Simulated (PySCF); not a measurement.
# Deuteron quadrupole couplings in `CCC[P@H+](C)C(F)=C(F)F`

Species: C6H11F3P (charge +1).
SMILES with atom numbers: `[CH3:1][CH2:2][CH2:3][P@H+:4]([CH3:5])[C:6]([F:7])=[C:8]([F:9])[F:10]` (hydrogens: H11, H12, H13 on C1; H14, H15 on C2; H16, H17 on C3; H18 on P4; H19, H20, H21 on C5)

Geometry (GFN2-xTB, Å), atoms numbered from 1 in this order:
```xyz
21
C6H11F3P angstrom
C     -2.492    0.191   -0.735
C     -1.950    0.571    0.635
C     -0.480    0.995    0.565
P      0.572   -0.256   -0.224
C      0.459   -1.883    0.538
C      2.279    0.301   -0.012
F      2.629    0.380    1.278
C      3.121    0.617   -0.999
F      2.723    0.520   -2.252
F      4.347    1.025   -0.889
H     -2.369    1.007   -1.442
H     -1.982   -0.693   -1.126
H     -3.552   -0.038   -0.668
H     -2.522    1.410    1.035
H     -2.068   -0.262    1.330
H     -0.071    1.169    1.568
H     -0.372    1.921   -0.011
H      0.403   -0.321   -1.587
H      1.124   -2.583    0.029
H     -0.565   -2.255    0.486
H      0.759   -1.799    1.586
```

Level: PBE0/pcSseg-1 (PySCF, non-relativistic); Q(2H) = 0.00286 b; rigid geometry, the same for H and D, with no vibrational averaging.

Task: Rank these positions by the coupling χzz of a deuteron there, largest first.
A. H17 (methylene hydrogen)
B. H15 (methylene hydrogen)
C. H18 (P–H hydrogen)
D. H11 (methyl hydrogen)

Result: D (208 kHz), B (201 kHz), A (195 kHz), C (135 kHz).

Task: Give the electric field gradient Vzz (the principal value of largest size), its asymmetry and the 2H coupling at each hydrogen.

Result: 
```
atom  bonded to  bond length (Å)  Vzz (au)     η  χzz (kHz)
 H11         C1            1.087    0.3100  0.02        208
 H12         C1            1.093    0.3067  0.05        206
 H13         C1            1.086    0.3113  0.02        209
 H14         C2            1.091    0.2987  0.03        201
 H15         C2            1.091    0.2992  0.03        201
 H16         C3            1.097    0.2863  0.05        192
 H17         C3            1.096    0.2896  0.05        195
 H18         P4            1.375    0.2004  0.02        135
 H19         C5            1.091    0.2995  0.05        201
 H20         C5            1.090    0.3027  0.04        203
 H21         C5            1.094    0.2941  0.04        198
```

Task: Average by the element that carries the hydrogen.

Result: on C: 201 kHz over 10 positions, mean bond length 1.092 Å; on P: 135 kHz over 1 position, mean bond length 1.375 Å.

Task: How does χzz go with the bond length over the 10 C–H bonds?

Result: A straight-line fit has a slope of -14.6 kHz for each 0.01 Å, with a correlation coefficient of -0.90, over lengths from 1.086 to 1.097 Å. The longer bonds have the smaller couplings here.

Task: A static deuteron (I = 1) shows a doublet split by (3/2)χ, (3/4)χ(1 + η) and (3/4)χ(1 − η) with the field along z, y and x of the gradient. What are these for H12?

Result: With |χ| = 206.1 kHz and η = 0.049: 309, 162 and 147 kHz, to first order and without motion.

One conformer (not necessarily the lowest) at the GFN2-xTB geometry, without solvent, vibrations or thermal averaging. GFN2-xTB bond lengths can be off by several hundredths of an ångström, more for odd bonds, and the gradients follow them. A larger basis could move these couplings by a tenth or more.
